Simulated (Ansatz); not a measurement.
Geometry optimisation, Ansatz, RKS CAM-B3LYP/def2-SVP.

The input (input.yaml):

```yaml
crystal:
  periodic: [false, false, false]
  atoms:
    - { symbol: Al, position_ang: [-0.042964, 0.180318, -0.000168] }
    - { symbol: H, position_ang: [-0.208682, 0.301545, 1.543176] }
    - { symbol: F, position_ang: [1.465914, 0.064647, -0.669758] }
    - { symbol: Cl, position_ang: [-1.65788, 0.229127, -1.316557] }
    - { symbol: P, position_ang: [-0.202139, -2.9766, 1.447934] }
    - { symbol: H, position_ang: [-1.046732, -2.877034, 0.302761] }
    - { symbol: H, position_ang: [0.999999, -2.926393, 0.683664] }
    - { symbol: H, position_ang: [-0.210317, -1.569711, 1.690849] }
basis:
  gaussian: { orbitals: def2-SVP }
hamiltonian:
  xc: cam_b3lyp
relax:
  f_tol: 0.03
  max_steps: 50
```

Run as:

```bash
$ ansatz run input.yaml --threads 2 --pin off --max-ram 3072MiB --backend cpu --events-out ev --progress --plain --runs-dir out
```

Task: Where does it end, and by what steps?

Result: The run converged. After 15 steps the energy has fallen by 0.202 eV; H8 moved furthest, 0.64 Å.

```csv
step,energy less start (eV),largest force component (eV/Å),accepted
0,0.0000,0.501,yes
1,-0.0973,0.204,yes
2,-0.1342,0.455,yes
3,-0.1514,0.409,yes
4,-0.1624,0.523,yes
5,-0.1731,0.520,yes
6,-0.1859,0.480,yes
7,-0.1946,0.132,yes
8,-0.1977,0.044,yes
9,-0.1992,0.041,yes
10,-0.1994,0.186,yes
11,-0.2006,0.063,yes
12,-0.2012,0.033,yes
13,-0.2015,0.093,yes
14,-0.2006,0.085,no
15,-0.2020,0.028,yes
```

```xyz
8
Properties=species:S:1:pos:R:3
Al -0.005 0.116 0.026
H -0.131 0.761 1.439
F 1.496 -0.267 -0.575
Cl -1.615 -0.034 -1.298
P -0.110 -3.079 1.186
H -1.119 -2.657 0.273
H 0.940 -2.387 0.514
H -0.359 -2.026 2.117
```

The run took 110 s on 2 threads of AMD EPYC 7571, on a shared host, peak memory 0.22 GiB.
